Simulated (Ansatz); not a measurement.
Mulliken charges of `[AlH2-]1[SH+][AlH2-][SH+]1` from ωB97M-V/def2-TZVPP in Ansatz (PBE0-D4/def2-TZVP geometry).

```json
{"atom": "Al1", "x (Å)": "-0.877", "y (Å)": "1.142", "z (Å)": "-0.696", "charge (e)": "0.314"}
{"atom": "S2", "x (Å)": "0.577", "y (Å)": "1.174", "z (Å)": "1.178", "charge (e)": "-0.214"}
{"atom": "Al3", "x (Å)": "0.374", "y (Å)": "-1.185", "z (Å)": "1.029", "charge (e)": "0.314"}
{"atom": "S4", "x (Å)": "-0.709", "y (Å)": "-1.193", "z (Å)": "-1.083", "charge (e)": "-0.214"}
{"atom": "H5", "x (Å)": "-0.178", "y (Å)": "1.905", "z (Å)": "-1.894", "charge (e)": "-0.124"}
{"atom": "H6", "x (Å)": "-2.330", "y (Å)": "1.386", "z (Å)": "-0.127", "charge (e)": "-0.125"}
{"atom": "H7", "x (Å)": "1.710", "y (Å)": "1.247", "z (Å)": "0.456", "charge (e)": "0.149"}
{"atom": "H8", "x (Å)": "1.818", "y (Å)": "-1.810", "z (Å)": "0.860", "charge (e)": "-0.124"}
{"atom": "H9", "x (Å)": "-0.727", "y (Å)": "-1.597", "z (Å)": "2.084", "charge (e)": "-0.125"}
{"atom": "H10", "x (Å)": "0.424", "y (Å)": "-1.119", "z (Å)": "-1.804", "charge (e)": "0.149"}
```

Question: By hand: the dipole of these point charges (1 e Å = 4.8032 D).

Answer: Σ q r = (0.367, 0.024, -0.233) e Å, of length 0.435 e Å = 2.09 D.

Question: How does the dipole of the full density compare? (An estimate is asked.)

Answer: Computed: (0.319, 0.021, -0.202) e Å, 1.82 D; the point charges give 1.15 times that, at 0° from its direction.

Point charges leave out the atoms' own dipoles, such as those of lone pairs, and Mulliken's split depends on the basis, so the close match here is no proof of good charges.
